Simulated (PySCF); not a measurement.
# Ionisation energy of Pd⁺ by level of theory

Pd⁺ [Kr] 4d9 (2D) → Pd²⁺ [Kr] 4d8 (3F), as a difference of total energies. Calculation: PySCF 2.14, in aug-cc-pVTZ-PP with one added diffuse shell each of s, p, d, f, g type with ECP28MDF (7s7p6d4f3g, 113 functions); a scalar-relativistic core potential. Correlated levels: valence: 4s2 4p6 frozen. The calculations carry no spin-orbit coupling.

| method | ionisation energy (eV) |
| --- | --- |
| UHF | 17.366 |
| LDA | 20.172 |
| PBE | 19.680 |
| PBE0 | 19.396 |
| r2SCAN | 19.197 |
| B3LYP | 19.602 |
| TPSSh | 19.185 |
| revPBE | 19.549 |
| MP2 (valence) | 19.415 |
| SCS-MP2 (valence) | 19.283 |

Q: How much does correlation contribute at MP2 (valence)?

A: 19.415 − (17.366) = 2.049 eV, measured against UHF.

The reference lies between the lowest fine-structure levels, while these numbers refer to the centres of the terms.

Errors of the correlated levels include the incompleteness of this basis and the frozen core.

For comparison: 19.43 ± 0.12 eV (semi-empirical (NIST evaluation); NIST Atomic Spectra Database, ionization energies).
